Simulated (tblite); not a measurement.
Species: C₇H₇FN (doublet state).
Bonds: N1–C2, C2–C3 (aromatic), C3–C4 (aromatic), C4–C5 (aromatic), C5–C6 (aromatic), C6–C7, C7–F8, C6–C9 (aromatic), C2–C9 (aromatic). Hydrogens: H10 on N1; H11 on C3; H12 on C4; H13 on C5; H14, H15 on C7; H16 on C9.
Bond orders are those of one Lewis drawing.

Computed with GFN2-xTB (tblite), gas phase: L-BFGS steps from a force-field or distance-geometry start until the largest atomic force falls under 0.01 eV/Å.

Geometry at step 6:
```
atom  x, y, z in Å
N1     -2.2636   -1.7678    0.1638
C2     -1.4153   -0.7818    0.0640
C3     -1.8126    0.5817   -0.1161
C4     -0.8797    1.5725   -0.2101
C5      0.4810    1.2734   -0.1463
C6      0.9073   -0.0474    0.0264
C7      2.3687   -0.4045    0.0985
F8      3.1832    0.6909   -0.0146
C9     -0.0155   -1.0602    0.1280
H10    -3.2349   -1.4590    0.1099
H11    -2.8708    0.7949   -0.1621
H12    -1.1983    2.5946   -0.3433
H13     1.2095    2.0643   -0.2186
H14     2.6041   -0.8725    1.0628
H15     2.6406   -1.0830   -0.7203
H16     0.2887   -2.0871    0.2665
```

Question: Give the atomic forces at this geometry.

Answer: 
```csv
atom,Fx (eV/Å),Fy (eV/Å),Fz (eV/Å)
N1,-0.029,-0.170,0.041
C2,-0.079,-0.021,-0.037
C3,-0.021,-0.019,0.054
C4,0.048,0.088,-0.051
C5,0.062,-0.025,0.048
C6,-0.002,-0.013,-0.029
C7,0.003,0.030,0.000
F8,-0.015,0.054,-0.005
C9,-0.087,-0.021,0.026
H10,0.069,-0.076,0.001
H11,-0.022,0.060,-0.020
H12,0.056,0.082,-0.002
H13,0.050,0.012,-0.015
H14,0.007,-0.013,-0.043
H15,0.001,-0.002,0.048
H16,-0.042,0.034,-0.016
```

The largest, 0.18 eV/Å, acts on N1; the rms over all components is 0.048 eV/Å. The forces sum to zero within rounding, as they must for an isolated molecule in no field.

Question: Give the force on N1 in Eh/bohr and in nN.

Answer: 0.177 eV/Å ÷ 51.422 = 0.00345 Eh/bohr, and 0.177 eV/Å × 1.602 = 0.28 nN.

Question: How far is this geometry from the end of the optimisation?

Answer: 0.009 eV above it, and 0.022 Å rms away after alignment. The bonds farthest from their final lengths, with half the difference of the two atoms' forces along the bond (positive lengthens):

```csv
bond,now (Å),final (Å),force along bond (eV/Å)
C3–C4,1.364,1.369,+0.07
C2–C3,1.432,1.435,-0.01
N1–H10,1.021,1.018,-0.03
C4–H12,1.079,1.080,-0.01
```

The angle farthest from its final value is N1–C2–C3, 123.3° against 125.2°.

The cost below is that of the whole relaxation. Hardware: an Arm Neoverse V1 with one thread (shared host). Cost: 0.11 s of wall time.
